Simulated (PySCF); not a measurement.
**Magnetisability: `FC1=C[C@H]1C(F)=C(F)F`, C₅H₂F₄**

Geometry (Å), atoms numbered from 1 in this order:
```xyz
11

F     2.0658   -0.0324   -2.0399
C     1.4791    0.4515   -0.9777
C     1.1947    1.4332   -0.1864
C     0.6296    0.0597    0.1878
C    -0.8113   -0.2061   -0.0183
F    -1.4005    0.4863   -1.0115
C    -1.5449   -1.0576    0.6918
F    -2.8342   -1.3098    0.5281
F    -1.0430   -1.7788    1.6904
H     1.2213    2.4561    0.0918
H     1.0487   -0.4995    1.0180
```

Level of theory: GIAO B3LYP/pcSseg-1 magnetisability, rotational g tensor and spin-rotation constants, non-relativistic, gas phase in PySCF 2.14.0. Geometry: GFN2-xTB.

(1) What are the magnetisability and the molar susceptibility?

(2) Split it along the inertial axes a, b, c into diamagnetic and paramagnetic parts about the centre of mass, with the quadrupole moment.

(3) And the rotational g tensor?

Results:

(1) Isotropic -1016 × 10⁻³⁰ J/T², or -61.2 × 10⁻⁶ cm³/mol; principal values -1082, -1024, -941 × 10⁻³⁰ J/T², anisotropy 122 × 10⁻³⁰ J/T² (root of half the summed squared differences of the principal values). The susceptibility is in cgs units.

(2) 
| axis | χ (10⁻⁶ cm³/mol) | diamagnetic (10⁻⁶ cm³/mol) | paramagnetic (10⁻⁶ cm³/mol) | summed x² of all electrons (Å²) | quadrupole Θ (D Å) |
| --- | --- | --- | --- | --- | --- |
| a | -57.2 | -414.6 | 357.4 | 261.8 | -2.73 |
| b | -64.5 | -1266.3 | 1201.8 | 61.0 | -2.08 |
| c | -61.8 | -1369.2 | 1307.4 | 36.7 | +4.81 |

Anisotropies 2χaa − χbb − χcc = +11.9 and 2χbb − χaa − χcc = -10.0 × 10⁻⁶ cm³/mol. Θ is traceless in Buckingham's convention.

(3) 
```
axis  rotational constant (GHz)        g  nuclear part  electronic part
   a                     3.2907  -0.0423        0.5103          -0.5525
   b                     0.8908  -0.0085        0.4944          -0.5029
   c                     0.8151  -0.0104        0.4902          -0.5006
```
Asymmetric top; isotopes 12C, 19F, 1H; no vibrational averaging.
